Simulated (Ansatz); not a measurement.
Te2W. Charge 0, multiplicity 5. Geometry PBE0-D4/def2-TZVP.

```csv
atom,x (Å),y (Å),z (Å)
W1,0.540,1.006,-0.086
Te2,-1.668,0.319,0.871
Te3,1.127,-1.325,-0.785
```

In the def2 sets Te, W take a core potential; there is no spin–orbit coupling. B3LYP takes the VWN-RPA correlation. At r2SCAN-D4/def2-TZVP, PBE0-D4/def2-TZVP the charge 0 quintet is spin-contaminated (final ⟨S²⟩ up to 6.14, 6.00 for a pure state). At PBE0-D4/def2-TZVP a triplet of charge 0 lies 0.91 eV below the quintet, each at its own geometry. The structure comes from a short search, and lower isomers may exist.

Question: Estimate the α-spin orbital energies around the gap (eV) in Ansatz with LDA (SPW92)/def2-TZVP, revPBE-D4/def2-TZVP, r2SCAN-D4/def2-TZVP, B3LYP-D4/def2-TZVP, PBE0-D4/def2-TZVP.

Answer: 
```
orbital  LDA (SPW92)/def2-TZVP  revPBE-D4/def2-TZVP  r2SCAN-D4/def2-TZVP  B3LYP-D4/def2-TZVP  PBE0-D4/def2-TZVP
HOMO−13                 -40.76               -40.68               -41.66              -43.24             -43.89
HOMO−12                 -40.75               -40.67               -41.66              -43.24             -43.88
HOMO−11                 -40.75               -40.67               -41.66              -43.23             -43.88
HOMO−10                 -15.90               -15.49               -16.10              -16.97             -17.31
 HOMO−9                 -15.45               -15.03               -15.61              -16.47             -16.78
 HOMO−8                  -8.19                -7.89                -8.24               -8.65              -9.03
 HOMO−7                  -7.82                -7.61                -8.09               -8.60              -8.93
 HOMO−6                  -7.49                -7.20                -7.53               -8.02              -8.32
 HOMO−5                  -6.95                -6.70                -7.09               -7.62              -7.98
 HOMO−4                  -6.73                -6.47                -6.77               -7.15              -7.45
 HOMO−3                  -5.91                -5.70                -6.19               -6.59              -7.01
 HOMO−2                  -5.61                -5.56                -6.04               -6.42              -6.69
 HOMO−1                  -4.63                -4.52                -4.93               -5.43              -5.72
   HOMO                  -4.49                -4.41                -4.88               -5.34              -5.69
   LUMO                  -4.20                -3.96                -4.10               -3.45              -3.42
 LUMO+1                  -3.28                -2.96                -3.00               -2.51              -2.45
 LUMO+2                  -3.10                -2.83                -2.91               -2.45              -2.38
 LUMO+3                  -1.06                -0.83                -0.86               -0.37              -0.32
 LUMO+4                   0.57                 0.82                 1.34                1.19               1.36
 LUMO+5                   0.81                 1.07                 1.60                1.47               1.67
 β HOMO                  -6.23                -5.96                -6.24               -6.70              -6.90
 β LUMO                  -5.34                -4.90                -4.88               -4.52              -4.31
```
